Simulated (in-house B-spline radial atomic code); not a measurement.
A fraction x of an electron is removed from 4d in Gd+, starting from [Xe] 4f7 5d1 6s1 and keeping the highest spin. Computed with a radial B-spline atomic code at the basis-set limit: scalar-relativistic (X2C) B3LYP, spin-polarised, spherical fractional occupations, Fermi nucleus of rms radius 5.1569 fm.

Caution: exact exchange at fractional occupations of open shells leaves self-interaction of up to several eV.

| x | E(x) - E(0) (eV) | 4d down level (eV) |
| --- | --- | --- |
| 0 | 0.0000 | -153.168 |
| 0.12 | 18.4962 | -155.111 |
| 0.24 | 37.2287 | -157.104 |
| 0.31 | 48.2674 | -158.289 |
| 0.48 | 75.4250 | -161.227 |
| 0.5 | ? | ? |
| 0.57 | 90.0068 | -162.817 |
| 0.68 | ? | ? |
| 0.83 | 132.9481 | -167.530 |
| 0.96 | 154.8838 | -169.950 |
| 1 | 161.6969 | -170.703 |

Question: What belongs in the row x = 0.5?

Answer: An energy change of 78.6531 eV; 4d down at -161.578 eV.

Question: What belongs in the row x = 0.68?

Answer: An energy change of 108.0248 eV; 4d down at -164.789 eV.

Question: Check Janak's theorem between x = 0.12 and 0.24.

Answer: The slope of the energy is 156.10 eV; the orbital levels give 156.11 eV (-ε of the emptying orbital, averaged over the two points).
